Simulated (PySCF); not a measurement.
Method: PBE-D3(BJ)/def2-TZVP // r2SCAN-D4/def2-SVP in PySCF. All species are isolated molecules in the gas phase. One relaxed conformer stands for a flexible species; it need not be the lowest. 

Reference species: [Ti(F)(NH2)3] (neutral, multiplicity 1).

```json
{
 "HOMO": "-5.82 eV",
 "LUMO": "-1.96 eV",
 "mean_distance_from_the_central_atom_to_its_bonded_neighbours": "1.853 Å",
 "charge on the central atom (Mulliken)": "1.38 e"
}
```

After one change: the HOMO drops by 0.47 eV; the LUMO decreases by 0.63 eV; the mean distance from the central atom to its bonded neighbours falls by 0.039 Å; the charge on the central atom (Mulliken) hardly moves.

### Question
Which change was made? The new species is one of these.
A. [Ti(F)4]
B. [Ti(NH2)4]
C. [Ti(F)3(NH2)]
D. [Ti(F)2(NH2)2]

### Answer
D, [Ti(F)2(NH2)2]
